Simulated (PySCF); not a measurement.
**Electronic structure of Se⁺ (selenium, charge +1) at the UHF level**

Configuration: [Ar] 3d10 4s2 4p3, high-spin 4S determinant. Calculation: PySCF 2.14, in aug-cc-pVDZ-DK (6s5p3d, 36 functions); scalar relativity by spin-free X2C-1e.

```
Total energy                        : -2427.647810 hartree
One-electron energy                 : -3366.4375 hartree
Hartree (Coulomb) energy            : 1025.4896 hartree
Exchange energy                     : -86.6999 hartree
⟨S²⟩                                : 3.7507
⟨L²⟩                                : 0.000
Sum of ⟨r⟩                          : 22.34 bohr
Sum of ⟨r²⟩                         : 31.15 bohr²
Langevin diamagnetic susceptibility : -24.7 ×10⁻⁶ cm³/mol
Time after the integrals            : 0.08 s of wall time on 1 thread of Neoverse-V1 (shared host)
```

```tsv
shell	electrons	mean orbital energy (eV)	rms radius, mean of both spins (bohr)
1s α	1	-12747.0	0.0508
1s β	1	-12746.7	0.0508
2s α	1	-1706.9	0.212
2s β	1	-1706.7	0.212
2p α	3	-1497.9	0.189
2p β	3	-1497.5	0.189
3s α	1	-261.47	0.612
3s β	1	-260.82	0.612
3p α	3	-193.75	0.636
3p β	3	-192.90	0.636
3d α	5	-81.118	0.696
3d β	5	-80.643	0.696
4s α	1	-36.707	1.90
4s β	1	-28.281	1.90
4p α	3	-21.423	2.28
```

Densities and radii are taken from the X2C orbitals without a picture-change correction, which distorts them close to the nucleus.
